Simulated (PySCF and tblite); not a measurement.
The numbers below are computed, except where a source is named.
C₇H₃ClOS₂, numbered as in [O:1]=[CH:2][c:3]1[s:4][c:5]2[s:6][cH:7][cH:8][c:9]2[c:10]1[Cl:11].

Search: ETKDG and KDG, MMFF94s, GFN2-xTB, 60 starts; geometries at GFN2-xTB. Free energies are PBE0-D3(BJ)/6-31G* single points with GFN2-xTB rigid-rotor and vibrational terms (modes under about 100 cm⁻¹ blended into free rotors). Symmetry numbers and mirror images are counted. Conformers within 2.5 kcal/mol (GFN2-xTB free energy) were kept, 4 at most. GIAO shieldings: PBE0/6-31G*. Shifts are against TMS (¹H), TMS (¹³C) at the same level. (PySCF 2.14, tblite 0.8.)

(1) Predict the averaged NMR shifts at 298.15 K.

(2) How do the conformers differ?

Shifts are unscaled: against experiment ¹³C can be off by 15 ppm or more and ¹H by 0.8 ppm.

Results:

(1) ¹H: 10.21 (H2, 1H), 7.28 (H8, 1H), 7.09 (H7, 1H) ppm. ¹³C: 169.7 (C2), 148.2 (C5), 139.8 (C3), 137.8 (C9), 127.3 (C7), 126.9 (C10), 113.1 (C8) ppm.

(2) Torsions listed: O1–C2–C3–S4.
```
conformer  shape  weight %
        1     0°      99.8
        2   180°       0.2
```

```csv
signal,1,2,average
H2,10.21,9.83,10.21
H7,7.09,7.14,7.09
H8,7.28,7.36,7.28
C2,169.7,169.0,169.7
C3,139.8,137.9,139.8
C5,148.2,147.0,148.2
C7,127.3,127.5,127.3
C8,113.1,113.7,113.1
C9,137.8,138.9,137.8
C10,126.9,124.9,126.9
```
